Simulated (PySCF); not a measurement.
These compounds are isomers of formula C8H6ClN.

A. SMILES C=C=C=Cn1cccc1Cl
B. SMILES N#C[C@@]12C=C[C@@H](C1)C(Cl)=C2
C. SMILES C#CCc1ccncc1Cl

Spectrum 1. 1H NMR (300 MHz, computed): δ 8.93 (s, 1H), 8.76 (d, 1H), 7.28 (d, 1H), 3.63 (d, 2H), 1.52 (t, 1H). 13C{1H} NMR (computed): δ 156.0 (CH), 153.8 (CH), 150.6 (C), 143.4 (C), 129.3 (CH), 84.3 (C), 78.3 (CH), 27.0 (CH2).

Spectrum 2. 1H NMR (300 MHz, computed): δ 7.21 (s, 1H), 7.12 (m, 1H), 6.53 (m, 1H), 6.34 (m, 1H), 5.30 (s, 2H). 13C{1H} NMR (computed): δ 180.1 (C), 156.7 (C), 124.2 (C), 121.7 (CH), 117.9 (CH), 115.8 (CH), 110.7 (CH), 91.7 (CH2).

Spectrum 3. 1H NMR (300 MHz, computed): δ 7.35 (m, 1H), 7.13 (d, 1H), 6.69 (s, 1H), 3.17 (m, 1H), 2.65 (m, 1H), 2.60 (m, 1H). 13C{1H} NMR (computed): δ 168.5 (C), 154.4 (CH), 153.5 (CH), 144.0 (CH), 125.1 (C), 84.1 (CH2), 61.1 (CH), 49.7 (C).

Relativity neglected, gas phase, equivalent nuclei averaged, single conformer. Shielding tensors at PBE0/pcSseg-1 (GIAO); geometry: GFN2-xTB; PySCF 2.14.

Chemical shifts δ = σref − σ; TMS for 1H, 13C, all at this level. Where no couplings were computed, multiplicities follow the n + 1 count of equivalent neighbours, and m marks all less simple cases (inequivalent or close neighbours, rings, F or P nearby). Shifts are as computed. Against solution values, carbons near 30 ppm lie about +3 ppm off and those near 130 ppm about +5 ppm; carbons on Cl a further +6 ppm. Of 1211 compounds with measured shifts, 218 miss one by over three times the rms of a fit or turn the order of signals round; such compounds aren't used in these exercises. Carbons bonded to Cl come out too deshielded.

**Question.** Which spectrum belongs to which compound?

**Answer.** 1–C, 2–A, 3–B.

- Spectrum 1 (C): 8 13C signals; δC 156.0 is an aromatic CH next to a ring nitrogen; δC 153.8 is an aromatic CH next to a ring nitrogen.
- Spectrum 2 (A): 8 13C signals; δH 7.21 is the hydrogen on a terminal carbon of a cumulated C=C=C unit; δH 7.12 is the hydrogen on an aromatic CH next to a ring nitrogen.
- Spectrum 3 (B): 8 13C signals; δC 154.4 is an alkene CH; δC 153.5 is an alkene CH.
